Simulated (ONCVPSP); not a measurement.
**mercury (Hg), ONCV: configuration errors across variants**

```json
{"Element": "Hg", "Generator": "ONCVPSP 4.0.1", "Type": "optimised norm-conserving Vanderbilt (ONCV)", "Functional": "PBEsol", "Relativity": "fully relativistic", "Frozen core": "[Kr] 4d10 4f14", "Valence charge": "20", "Reference configuration": "5s2 5p6 5d10 6s2", "Partial waves": "5s+6s: rc 1.45 bohr, ncon 4, nbas 7, qcut 6.9 1/bohr, 2 projectors; 5p: rc 1.50 bohr, ncon 3, nbas 6, qcut 10.5 1/bohr, 2 projectors, debl 2.8 Ha; 5d: rc 1.80 bohr, ncon 4, nbas 9, qcut 10.3 1/bohr, 2 projectors, debl 1.3 Ha", "Local potential": "polynomial inside 1.35 bohr (lpopt 4, dvloc0 0 Ha)", "Core correction": "none"}
```

Open shells are filled in proportion to 2j + 1.

All-electron excitation energies from the reference (eV): (1) 5s2 5p6 5d10 6s1 10.754; (2) 5s2 5p6 5d10 6s0 29.768; (3) 5s2 5p6 5d9 6s0 65.328; (4) 5s2 5p6 5d10 6s1 6p1 6.054.

3 further variants failed, have other tests or another functional or relativity, and are left out.

Errors AE − PS in meV (a dash: test not solved or not reliable):

| change | (1) | (2) | (3) | (4) | bound ghosts | GHOST(+) flags above zero |
| --- | --- | --- | --- | --- | --- | --- |
| base | -0.8 | -5.0 | -3.5 | -0.5 | none | none |
| d: debl 0.5 | -0.8 | -5.0 | -3.5 | -0.5 | none | none |
| s: qcut 8.8 | -0.4 | -2.9 | -1.8 | -0.2 | none | none |
| p: nproj 3 | -0.8 | -5.0 | -3.5 | -0.6 | none | none |

(1) Give the same row for: local potential polynomial inside 1.35 bohr (lpopt 4, dvloc0 6 Ha).

## Answers

(1) -0.8, -5.0, -1.4, -0.5; bound ghosts: none; GHOST(+) flags above zero: d3/2.
